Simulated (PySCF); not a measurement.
Can point charges reproduce the dipole moment of `[H][Cu]<-[AsH3]` (Cu(AsH3)H)?

Coordinates (PBE0-D3(BJ)/def2-SVP, Å) and charges (e) from the PBE0/pcSseg-1 (pcSseg-2 on Cu) density (PySCF):

| atom | x | y | z | Mulliken | IAO | Hirshfeld | ESP-fitted |
| --- | --- | --- | --- | --- | --- | --- | --- |
| Cu1 | 0.000 | 0.009 | -1.680 | +0.0084 | +0.2636 | +0.0466 | +0.0726 |
| As2 | -0.004 | -0.008 | 0.647 | -0.0509 | +0.1144 | +0.1998 | +0.2107 |
| H3 | 0.819 | -1.025 | 1.408 | +0.0904 | +0.0009 | +0.0034 | +0.0169 |
| H4 | -1.290 | -0.212 | 1.416 | +0.0903 | +0.0009 | +0.0034 | +0.0170 |
| H5 | 0.468 | 1.208 | 1.412 | +0.0905 | +0.0009 | +0.0033 | +0.0167 |
| H6 | 0.007 | 0.028 | -3.202 | -0.2287 | -0.3808 | -0.2565 | -0.3339 |

**Question.** What dipole does each set of charges give (1 e·Å = 4.803 D), and what does the density give?

**Answer.** The full density gives (-0.02, -0.05, 5.69) D, 5.69 D in size; dipole vectors point from the negative to the positive end.

| scheme | μx | μy | μz | size (D) | share of the full size (%) | angle to the full dipole (°) |
| --- | --- | --- | --- | --- | --- | --- |
| Mulliken | -0.01 | -0.04 | 5.13 | 5.13 | 90 | 0 |
| IAO | -0.02 | -0.04 | 4.10 | 4.10 | 72 | 0 |
| Hirshfeld | -0.01 | -0.04 | 4.26 | 4.26 | 75 | 0 |
| ESP-fitted | -0.02 | -0.05 | 5.55 | 5.55 | 97 | 0 |

**Question.** Which set comes closest?

**Answer.** Length of the difference vector: ESP-fitted 0.14 D, Mulliken 0.56 D, Hirshfeld 1.43 D, IAO 1.59 D. Closest: ESP-fitted. ESP charges are fitted to the potential around the molecule, whose slowest-falling term is the dipole's. 

**Question.** What is left for the Hirshfeld atoms' own dipoles?

**Answer.** The Hirshfeld atoms' densities add up to the full density, so μ = Σ q r + Σ (atomic dipoles). The atomic dipoles sum to (-0.02, -0.05, 5.69) − (-0.01, -0.04, 4.26) = (-0.01, -0.01, 1.43) D, 1.43 D in size.

**Question.** With the origin at the mean of the coordinates, (0.000, 0.000, 0.000) Å, which are the largest single terms, by size, of the Mulliken dipole along the direction of the full one?

**Answer.** H6 +3.52, H4 +0.62, H3 +0.61, H5 +0.61, As2 -0.16 D; all 6 atoms together +5.13 D. The single terms depend on the origin, their sum doesn't.

**Question.** Give the size of the full dipole in other units.

**Answer.** 5.69 D = 2.240 au = 1.185 e·Å = 18.99 × 10⁻³⁰ C·m.

Geometry: PBE0-D3(BJ)/def2-SVP; no solvent, vibrations or thermal averaging. The calculation is non-relativistic, for arsenic too.
